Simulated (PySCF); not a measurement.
**Excitation energy of Se by level of theory**

Se [Ar] 3d10 4s2 4p4 (3P) → Se [Ar] 3d10 4s1 4p5 (3P), as a difference of total energies. Calculation: PySCF 2.14, in def2-TZVPPD; no relativity, point nucleus. Correlated levels: valence: [Ar] 3d10 frozen. The calculations carry no spin-orbit coupling.

| method | excitation energy (eV) |
| --- | --- |
| UHF | 11.170 |
| MP2 (valence) | 10.309 |
| SCS-MP2 (valence) | 10.204 |
| CCSD (valence) | 9.342 |
| CCSD(T) (valence) | 8.813 |

Problem. How much does correlation contribute at CCSD(T) (valence)?

Solution. 8.813 − (11.170) = -2.357 eV, measured against UHF.

A first-order spin-orbit estimate (lowest level to lowest level, LS coupling) adds -0.012 eV.

The upper state lies above the first ionisation limit, where it may autoionise and the basis confines it.

The coupled-cluster amplitudes are large for the upper state (T1 above 0.03 or a double amplitude above 0.15), so a single reference is strained.
